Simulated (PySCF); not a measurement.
Computed vibrations of [Hf(CH3)2]2+

[Hf(CH3)2]2+ (singlet). PySCF 2.14.0, RKS PBE0, Hf def2-SVP with ECP60, C def2-SVP, H def2-SVP; non-relativistic Hamiltonian with scalar-relativistic core potentials where named; density fitting; no spin-orbit coupling. Central differences of gradients.

```xyz
9

Hf    0.0000    0.0000   -0.2016
C     1.5583    0.0000    1.1567
H     2.5118    0.0000    0.5764
H     1.5489    0.8919    1.8243
H     1.5489   -0.8919    1.8243
C    -1.5583    0.0000    1.1567
H    -2.5118    0.0000    0.5764
H    -1.5489   -0.8919    1.8243
H    -1.5489    0.8919    1.8243
```

Run from Python with OMP_NUM_THREADS=2. Where DIIS fails, smearing, a level shift and second-order steps follow.
It took 33 s on 2 threads of AMD EPYC 9R45 96-Core Processor (Zen 5) (shared host).

What are the harmonic wavenumbers and infrared intensities?

Modes are labelled in C2v; negative numbers are unstable modes, those under 60 cm⁻¹ near the noise; a finer grid moves soft modes by up to 10 cm⁻¹.
```json
{"cm⁻¹": "-53", "km/mol": "–", "symmetry": "a2"}
{"cm⁻¹": "86", "km/mol": "2.8", "symmetry": "b2"}
{"cm⁻¹": "194", "km/mol": "1.8", "symmetry": "a1"}
{"cm⁻¹": "278", "km/mol": "0.0", "symmetry": "a2"}
{"cm⁻¹": "336", "km/mol": "25.4", "symmetry": "b2"}
{"cm⁻¹": "451", "km/mol": "0.1", "symmetry": "a1"}
{"cm⁻¹": "463", "km/mol": "27.3", "symmetry": "b1"}
{"cm⁻¹": "576", "km/mol": "38.7", "symmetry": "b1"}
{"cm⁻¹": "622", "km/mol": "6.3", "symmetry": "a1"}
{"cm⁻¹": "1162", "km/mol": "32.5", "symmetry": "b1"}
{"cm⁻¹": "1167", "km/mol": "29.8", "symmetry": "a1"}
{"cm⁻¹": "1276", "km/mol": "0.0", "symmetry": "a2"}
{"cm⁻¹": "1283", "km/mol": "16.8", "symmetry": "b1"}
{"cm⁻¹": "1292", "km/mol": "105.6", "symmetry": "b2"}
{"cm⁻¹": "1307", "km/mol": "65.9", "symmetry": "a1"}
{"cm⁻¹": "2931", "km/mol": "269.1", "symmetry": "b1"}
{"cm⁻¹": "2943", "km/mol": "81.3", "symmetry": "a1"}
{"cm⁻¹": "3043", "km/mol": "87.8", "symmetry": "a1"}
{"cm⁻¹": "3045", "km/mol": "14.5", "symmetry": "b1"}
{"cm⁻¹": "3046", "km/mol": "0.0", "symmetry": "a2"}
{"cm⁻¹": "3048", "km/mol": "116.9", "symmetry": "b2"}
```

Is this a minimum?

Probably not: 1 unstable, though so soft as to be near the noise; the lowest moves the atoms so:
```
Hf   0.00  0.00  0.00
C    0.00  0.02  0.00
H    0.00 -0.35  0.00
H    0.19  0.25 -0.30
H   -0.19  0.25  0.30
C    0.00 -0.02  0.00
H    0.00  0.35  0.00
H   -0.19 -0.25 -0.30
H    0.19 -0.25  0.30
```
